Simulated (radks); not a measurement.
Problem. The rhodium ion Rh4+, [Kr] 4d5. Calculated with a radial shooting solver on a logarithmic mesh with Libxc functionals: non-relativistic Kohn-Sham, PBE, spin-polarised, spherical densities, point nucleus. Every spin shell is full or empty, so the densities are truly spherical. Functionals are evaluated on that one density, not self-consistently. Rank these orbital-free kinetic functionals by their error against the exact value of the orbitals, and give that value: Thomas-Fermi, von Weizsacker, TF + vW, TF + vW/5, revAPBEK, Pearson, LKT, DePristo-Kress, Ernzerhof.

Solution. Exact: 4681.93 hartree. From best to worst, with 100 (|E| - |E exact|)/|E exact| (equal figures are ties): DePristo-Kress -0.06, revAPBEK +0.33, Ernzerhof -0.36, Pearson -0.94, TF + vW/5 +3.17, Thomas-Fermi -5.45, LKT +20.05, TF + vW +37.65, von Weizsacker -56.89.
